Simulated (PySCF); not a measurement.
Vertical excitations of a molecule ClH₆NOSi₂ from TDDFT-PBE/def2-SVPD (PySCF), as energy in eV (oscillator strength): 5.85 (0.018), 6.31 (0.005), 6.46 (0.028), 6.93 (0.010), 6.95 (0.008), 6.99 (0.009), 7.11 (0.032), 7.37 (0.037), 7.47 (0.010), 7.52 (0.001). Lowest triplet (TDA): 5.60 eV. Coordinates come from a r2SCAN-D4/def2-SVP optimisation. Other conformers were not sampled.

### Question
Pick the molecule that these values belong to.
A. N[Si@@H](O)[SiH2]Cl
B. N[SiH2]O[SiH2]Cl
C. O[Si@H](Cl)N[SiH3]
D. N[SiH2][Si@H](O)Cl

### Answer
C, O[Si@H](Cl)N[SiH3]
